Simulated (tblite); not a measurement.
C₅H₅O₃S (doublet state).
SMILES with atom numbers: `[CH2:1]=[C:2]([SH:3]=[O:4])[C:5](=[O:6])[CH:7][CH:8]=[O:9]` (hydrogens: H10, H11 on C1; H12 on S3; H13 on C7; H14 on C8)
Bond orders are those of one Lewis drawing.

Computed with GFN2-xTB (tblite), gas phase: L-BFGS steps from a force-field or distance-geometry start until the largest atomic force falls under 0.01 eV/Å.

Step 34: E = -776.5547 eV
```
atom  x, y, z in Å  |  force x, y, z in eV/Å
C1     -1.2596    1.2194    0.9592   -0.024  -0.004  -0.010
C2     -0.9221    0.0596    0.4289    0.021  -0.013   0.074
S3     -2.0950   -1.3614    0.3036    0.081   0.129   0.067
O4     -3.4376   -0.7902    0.2545    0.066   0.002   0.049
C5      0.4428   -0.4591    0.1348   -0.049  -0.086  -0.062
O6      0.6040   -1.6759    0.2440   -0.011  -0.069  -0.075
C7      1.3810    0.4569   -0.3621   -0.045  -0.031   0.035
C8      2.5648   -0.1008   -0.9072    0.012   0.036   0.134
O9      3.5106    0.5054   -1.3609   -0.060  -0.044  -0.042
H10    -0.5460    2.0130    1.1190   -0.135  -0.002   0.008
H11    -2.2837    1.3876    1.2559    0.016   0.063  -0.023
H12    -1.7540   -1.5681   -1.0459    0.030   0.019  -0.083
H13     1.2317    1.5230   -0.3392    0.027  -0.057  -0.046
H14     2.5622   -1.2100   -0.7865    0.069   0.057  -0.025
```

Step 35: E = -776.5581 eV
```
atom  x, y, z in Å  |  force x, y, z in eV/Å
C1     -1.2628    1.2211    0.9589   -0.035   0.005   0.002
C2     -0.9208    0.0625    0.4318    0.050  -0.036  -0.006
S3     -2.0864   -1.3608    0.2980    0.067   0.065   0.045
O4     -3.4334   -0.8001    0.2671    0.052   0.021   0.050
C5      0.4424   -0.4601    0.1331   -0.013  -0.025   0.031
O6      0.6010   -1.6761    0.2539   -0.011  -0.068  -0.120
C7      1.3832    0.4554   -0.3613   -0.044  -0.064   0.015
C8      2.5662   -0.1023   -0.9090    0.027  -0.024   0.142
O9      3.5110    0.4990   -1.3718   -0.084  -0.030  -0.027
H10    -0.5576    2.0183    1.1265   -0.073   0.026   0.000
H11    -2.2874    1.3871    1.2498   -0.042   0.054  -0.004
H12    -1.7586   -1.5530   -1.0602    0.035   0.033  -0.043
H13     1.2339    1.5218   -0.3370    0.026  -0.068  -0.056
H14     2.5687   -1.2131   -0.7817    0.043   0.111  -0.029
```

Step 36: E = -776.5613 eV
```
atom  x, y, z in Å  |  force x, y, z in eV/Å
C1     -1.2639    1.2218    0.9590   -0.038   0.021   0.007
C2     -0.9187    0.0635    0.4348    0.055  -0.019  -0.059
S3     -2.0817   -1.3566    0.2978    0.104  -0.048   0.023
O4     -3.4296   -0.8024    0.2738   -0.026   0.067   0.054
C5      0.4408   -0.4642    0.1283    0.018   0.018   0.107
O6      0.5961   -1.6801    0.2527   -0.013  -0.080  -0.145
C7      1.3830    0.4511   -0.3617   -0.022  -0.050   0.011
C8      2.5689   -0.1016   -0.9064    0.021  -0.064   0.098
O9      3.5104    0.4975   -1.3782   -0.072   0.008  -0.011
H10    -0.5685    2.0244    1.1320   -0.005   0.042  -0.010
H11    -2.2885    1.3881    1.2448   -0.099   0.034   0.012
H12    -1.7611   -1.5474   -1.0647    0.040   0.044  -0.015
H13     1.2338    1.5175   -0.3354    0.016  -0.065  -0.060
H14     2.5783   -1.2118   -0.7788    0.022   0.090  -0.012
```

Step 37: E = -776.5642 eV
```
atom  x, y, z in Å  |  force x, y, z in eV/Å
C1     -1.2669    1.2232    0.9593   -0.042   0.026   0.002
C2     -0.9158    0.0661    0.4359    0.034   0.018  -0.056
S3     -2.0731   -1.3548    0.2948    0.021  -0.081  -0.036
O4     -3.4256   -0.8082    0.2869    0.043   0.048   0.051
C5      0.4408   -0.4667    0.1288    0.046   0.024   0.124
O6      0.5913   -1.6836    0.2547   -0.020  -0.059  -0.152
C7      1.3835    0.4466   -0.3621    0.013  -0.045   0.029
C8      2.5719   -0.1030   -0.9034    0.008  -0.061   0.032
O9      3.5085    0.4930   -1.3886   -0.066   0.040   0.015
H10    -0.5812    2.0318    1.1392    0.037   0.036  -0.021
H11    -2.2934    1.3885    1.2387   -0.114   0.007   0.013
H12    -1.7629   -1.5350   -1.0768    0.028   0.057   0.049
H13     1.2359    1.5124   -0.3346    0.000  -0.036  -0.063
H14     2.5862   -1.2107   -0.7747    0.011   0.026   0.013
```

Q: Estimate the geometry and energy of step 38. (The exact step hangs on the optimiser's Hessian estimate; all steps are aligned on step 37, rigid shifts and turns removed.)

A: E = -776.5669 eV, largest force 0.140 eV/Å
```
atom  x, y, z in Å  |  force x, y, z in eV/Å
C1     -1.2677    1.2240    0.9597   -0.044   0.030  -0.008
C2     -0.9126    0.0668    0.4375   -0.004   0.061  -0.019
S3     -2.0697   -1.3524    0.2971    0.043  -0.115  -0.052
O4     -3.4210   -0.8052    0.2913   -0.006   0.061   0.056
C5      0.4402   -0.4717    0.1276    0.051   0.024   0.099
O6      0.5856   -1.6903    0.2432   -0.026  -0.057  -0.125
C7      1.3821    0.4407   -0.3629    0.047  -0.015   0.058
C8      2.5750   -0.1029   -0.8981   -0.023  -0.039  -0.040
O9      3.5057    0.4948   -1.3914   -0.022   0.084   0.022
H10    -0.5893    2.0386    1.1420    0.060   0.014  -0.033
H11    -2.2959    1.3909    1.2350   -0.097  -0.027   0.005
H12    -1.7624   -1.5325   -1.0755    0.028   0.056   0.054
H13     1.2335    1.5056   -0.3348   -0.010  -0.003  -0.061
H14     2.5957   -1.2069   -0.7725    0.004  -0.073   0.044
```

The energy changes by -0.0027 eV. The first-order estimate −F·Δx gives -0.0039 eV and the mean of the old and new forces, exact on a quadratic surface, -0.0027 eV. The step makes an angle of 64° with the force vector and moves no atom by more than 0.015 Å.

The cost below is that of the whole relaxation. Hardware: one thread of an Arm Neoverse V2, no GPU, shared host with 96 logical CPUs at a one-minute load of 84. Cost: 0.65 s wall.
